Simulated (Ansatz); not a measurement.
Two members of one family (Oligo(dimethylsilane)), computed with Ansatz in the gas phase. The two geometries come from different levels. Binding counts from free atoms in the multiplicity of their measured ground term, without zero-point energy. The structures are stationary points that may keep the symmetry of their start.

First: C[Si](C)(C)[Si](C)(C)[Si](C)(C)[Si](C)(C)[Si](C)(C)[Si](C)(C)[Si](C)(C)[Si](C)(C)C (singlet, charge 0, r2SCAN-D4/def2-SVP geometry).

```xyz
80

C     2.026    6.834   -2.636
Si    1.639    5.312   -1.578
C     2.695    5.393   -0.009
C    -0.194    5.375   -1.108
Si    2.139    3.386   -2.841
C     3.806    3.676   -3.717
C     0.806    3.141   -4.177
Si    2.320    1.424   -1.547
C     3.826    1.555   -0.393
C     2.610   -0.027   -2.748
Si    0.396    1.025   -0.245
C     0.458    2.124    1.307
C    -1.182    1.414   -1.234
Si    0.353   -1.246    0.395
C     2.069   -1.778    1.018
C    -0.120   -2.301   -1.111
Si   -1.198   -1.527    2.149
C    -0.415   -0.837    3.741
C    -2.793   -0.553    1.794
Si   -1.677   -3.805    2.554
C    -0.073   -4.820    2.399
C    -2.287   -3.953    4.354
Si   -3.336   -4.764    1.181
C    -4.913   -3.716    1.185
C    -3.750   -6.470    1.897
C    -2.761   -4.998   -0.607
H     3.093    6.872   -2.909
H     1.785    7.764   -2.092
H     1.442    6.834   -3.572
H     3.771    5.346   -0.248
H     2.514    6.334    0.536
H     2.472    4.560    0.677
H    -0.487    4.539   -0.455
H    -0.836    5.342   -2.003
H    -0.421    6.313   -0.570
H     4.091    2.804   -4.330
H     4.617    3.855   -2.992
H     3.752    4.552   -4.386
H     1.050    2.280   -4.822
H     0.726    4.031   -4.823
H    -0.185    2.957   -3.732
H     3.942    0.641    0.214
H     4.754    1.693   -0.974
H     3.732    2.408    0.297
H     2.797   -0.965   -2.198
H     1.738   -0.188   -3.403
H     3.484    0.162   -3.393
H     0.560    3.190    1.045
H    -0.459    2.014    1.908
H     1.314    1.855    1.948
H    -1.222    0.824   -2.164
H    -2.087    1.184   -0.648
H    -1.222    2.480   -1.512
H     2.062   -2.823    1.369
H     2.823   -1.697    0.217
H     2.402   -1.144    1.857
H     0.605   -2.174   -1.932
H    -1.114   -2.019   -1.497
H    -0.154   -3.372   -0.852
H    -1.125   -0.890    4.584
H     0.485   -1.408    4.023
H    -0.117    0.218    3.617
H    -3.216   -0.816    0.811
H    -2.592    0.532    1.793
H    -3.564   -0.752    2.556
H    -0.246   -5.876    2.667
H     0.710   -4.429    3.071
H     0.324   -4.794    1.370
H    -3.220   -3.388    4.511
H    -2.483   -5.006    4.619
H    -1.535   -3.563    5.059
H    -4.750   -2.736    0.708
H    -5.719   -4.229    0.632
H    -5.275   -3.533    2.210
H    -4.513   -6.977    1.282
H    -2.861   -7.122    1.932
H    -4.148   -6.389    2.923
H    -2.571   -4.034   -1.106
H    -1.834   -5.592   -0.661
H    -3.532   -5.531   -1.188
```

| level | HOMO (eV) | LUMO (eV) | gap (eV) | binding per atom (eV) |
| --- | --- | --- | --- | --- |
| PBE-D4/def2-SVP | -4.87 | -0.76 | 4.11 | 4.00 |
| PBE0-D4/def2-SVP | -5.87 | -0.09 | 5.78 | 3.98 |

Second: C20H60Si9 (singlet, charge 0, PBE-D4/def2-SVP geometry).

Cartesian coordinates in Å:
```
C 0.337 -5.042 0.252
Si -1.271 -5.152 -0.757
C -1.553 -6.969 -1.255
C -1.093 -4.107 -2.336
Si -3.137 -4.459 0.507
C -4.704 -4.973 -0.467
C -3.152 -5.387 2.177
Si -3.306 -2.130 0.856
C -3.436 -1.262 -0.838
C -4.958 -1.838 1.782
Si -1.587 -1.223 2.208
C -0.777 -2.605 3.255
C -2.394 -0.004 3.442
Si 0.140 -0.042 1.099
C 1.318 0.498 2.508
C 1.116 -1.152 -0.110
Si -0.597 1.868 -0.086
C -0.970 1.442 -1.910
C -2.180 2.604 0.696
Si 1.060 3.556 -0.090
C 1.389 4.191 1.682
C 0.350 5.013 -1.109
Si 3.088 2.865 -1.088
C 2.769 1.873 -2.690
C 4.120 1.786 0.105
Si 4.358 4.776 -1.652
C 4.426 5.998 -0.197
C 6.133 4.237 -2.084
C 3.604 5.641 -3.169
H 0.566 -3.992 0.519
H 1.193 -5.440 -0.331
H 0.263 -5.628 1.191
H -0.697 -7.356 -1.847
H -1.668 -7.616 -0.361
H -2.470 -7.078 -1.871
H -0.843 -3.053 -2.092
H -0.283 -4.505 -2.982
H -2.030 -4.104 -2.928
H -4.721 -6.070 -0.637
H -4.744 -4.476 -1.458
H -5.626 -4.701 0.088
H -2.238 -5.176 2.766
H -4.029 -5.088 2.789
H -3.211 -6.483 2.013
H -2.508 -1.389 -1.430
H -3.620 -0.175 -0.715
H -4.277 -1.686 -1.427
H -5.129 -0.756 1.956
H -4.962 -2.344 2.769
H -5.813 -2.231 1.194
H 0.000 -2.182 3.924
H -1.536 -3.107 3.892
H -0.301 -3.376 2.617
H -2.926 0.817 2.922
H -3.128 -0.532 4.085
H -1.627 0.451 4.105
H 0.803 1.170 3.224
H 2.200 1.036 2.108
H 1.683 -0.386 3.073
H 1.917 -0.575 -0.615
H 0.456 -1.574 -0.894
H 1.596 -1.997 0.426
H -0.087 0.991 -2.405
H -1.816 0.733 -1.997
H -1.237 2.363 -2.471
H -2.500 3.516 0.149
H -2.014 2.882 1.756
H -3.016 1.874 0.660
H 0.447 4.545 2.149
H 2.103 5.040 1.667
H 1.812 3.398 2.328
H -0.636 5.328 -0.709
H 1.027 5.892 -1.071
H 0.213 4.734 -2.174
H 3.723 1.659 -3.216
H 2.278 0.903 -2.471
H 2.115 2.436 -3.387
H 3.616 0.825 0.329
H 5.109 1.553 -0.344
H 4.300 2.309 1.066
H 4.820 5.513 0.720
H 3.417 6.396 0.039
H 5.083 6.862 -0.434
H 6.753 5.110 -2.379
H 6.137 3.518 -2.929
H 6.626 3.747 -1.219
H 4.209 6.527 -3.459
H 2.570 5.988 -2.966
H 3.566 4.956 -4.039
```

Q: Estimate the same table for the second.

A: 
```tsv
level	HOMO (eV)	LUMO (eV)	gap (eV)	binding per atom (eV)
PBE-D4/def2-SVP	-5.07	-0.66	4.41	4.00
PBE0-D4/def2-SVP	-6.09	0.04	6.12	3.98
```
